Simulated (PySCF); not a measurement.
r2SCANh on Rh- (rhodium, charge -1), [Kr] 4d8 5s2, high-spin 3F determinant. Computed with PySCF 2.14 in aug-cc-pVTZ-DK, with scalar relativity by spin-free X2C-1e.

```
cycle= 1 E= -4783.50092315709  delta_E= -0.0203  |g|= 0.0498  |ddm|= 0.739
cycle= 2 E= -4783.50135373904  delta_E= -0.000431  |g|= 0.0283  |ddm|= 0.0769
cycle= 3 E= -4783.50143826256  delta_E= -8.45e-05  |g|= 0.0139  |ddm|= 0.0317
cycle= 4 E= -4783.5015125553  delta_E= -7.43e-05  |g|= 0.00204  |ddm|= 0.0201
cycle= 5 E= -4783.50152984003  delta_E= -1.73e-05  |g|= 0.00066  |ddm|= 0.0206
cycle= 6 E= -4783.5015348857  delta_E= -5.05e-06  |g|= 0.000188  |ddm|= 0.0184
cycle= 7 E= -4783.50153503085  delta_E= -1.45e-07  |g|= 2.27e-05  |ddm|= 0.00313
cycle= 8 E= -4783.50153503294  delta_E= -2.09e-09  |g|= 4.48e-06  |ddm|= 0.000468
cycle= 9 E= -4783.50153503299  delta_E= -5.09e-11  |g|= 1.25e-06  |ddm|= 8.19e-05
converged SCF energy = -4783.50153503299  <S^2> = 2.027205  2S+1 = 3.0180821
```

Highest occupied orbital energy: 0.714 eV; ⟨L²⟩ = 12.04; populations by l: s 10.00, p 18.00, d 18.00, f 0.00.

Question: Can this result be used?

Answer: With care. The calculation finished and met its thresholds. At r2SCANh the highest occupied level has a positive energy, so only the finite basis holds that electron; in a semilocal or global hybrid functional this comes from self-interaction and does not mean that the real anion is unbound.
